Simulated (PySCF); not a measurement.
# Fine-structure interval of Gd(59+) by level of theory

Gd(59+) [He] 2s2 2p1 [2p1/2^1, M_J = 1/2] → Gd(59+) [He] 2s2 2p1 [2p3/2^1, M_J = 3/2], as a difference of total energies. Computed with PySCF 2.14 in an even-tempered Gaussian basis (17 s from 41 bohr⁻², ratio 2.4; 13 p from 53 bohr⁻², ratio 2.4; 5 d from 170 bohr⁻², ratio 2.6; 4 f from 260 bohr⁻², ratio 2.6), with the two-component X2C-1e Hamiltonian. Correlated levels: nothing frozen; the 32 highest virtual spinors dropped. "Screened" scales the spin-orbit matrix elements by Boettger's factors to mimic the two-electron term; Breit and QED terms are absent.

```csv
method,fine-structure interval (cm⁻¹)
GHF (screened spin-orbit),6206500
GMP2 (screened spin-orbit),6191700
GHF (bare spin-orbit),6423000
```
